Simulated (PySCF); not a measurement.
Output of ΔSCF core-hole calculations on (HSi)4NH6 adamantane, H10N6Si4.

Theory: delta-SCF UKS SCAN, pcX-2 on the ionised atom, pcseg-1 elsewhere, spin-free X2C in PySCF. The program numbers atoms from 0. The cycles run on a coarse integration grid; for E(ground) and E(ion) the exchange–correlation energy is redone on a finer one, so they differ from the last cycle, and only they enter the binding energy.

```
ground state, core basis on atom 0 (Si), 248 functions
  cycle   1  E = -1494.79689999  |g| = 1.13e+00
  cycle   2  E = -1494.38218589  |g| = 1.71e+00
  cycle   3  E = -1495.06768520  |g| = 1.17e-01
  cycle   4  E = -1495.07116679  |g| = 5.05e-02
  cycle   5  E = -1495.07178596  |g| = 9.10e-03
  cycle   6  E = -1495.07179574  |g| = 7.33e-03
  cycle   7  E = -1495.07180109  |g| = 1.92e-03
  cycle   8  E = -1495.07180186  |g| = 3.73e-04
  E(ground) = -1495.18385645 Eh
hole in Si 2p of atom 0
  cycle   1  E = -1490.78974114  |g| = 1.25e+00
  cycle   2  E = -1490.49732986  |g| = 1.27e+00
  cycle   3  E = -1491.05761619  |g| = 3.39e-01
  cycle   4  E = -1491.11606086  |g| = 9.66e-02
  ...
  cycle   8  E = -1491.12021115  |g| = 1.40e-03
  cycle   9  E = -1491.12021222  |g| = 5.62e-04
  cycle  10  E = -1491.12021211  |g| = 2.43e-04
  E(ion) = -1491.24292685 Eh   <S^2> = 0.7515   hole on atom = 1.003
```

Task: What energy does this spin-free Si 2p hole on atom 0 cost, and which doublet follows from it?

Result: (-1491.242927 − (-1495.183856)) Eh × 27.2114 eV/Eh = 107.24 eV. With the spin–orbit matrix of the shell the program then gives 2p3/2 = 107.04 eV and 2p1/2 = 107.66 eV; their weighted mean, 107.25 eV, differs from that hole by +0.01 eV, as the three ground-state 2p orbitals of the atom aren't degenerate.

One conformer (not necessarily the lowest) at the PBE0-D3(BJ)/def2-SVP geometry, without solvent, vibrations or thermal averaging.

The run took 32 s wall, 86 s CPU on an AMD EPYC 7R43 with 2 threads, shared host with 256 logical CPUs at a one-minute load of 53, and the process peaked at 1.0 GiB of memory.
Labels such as C1 count atoms from 1, the log's own numbers from 0.
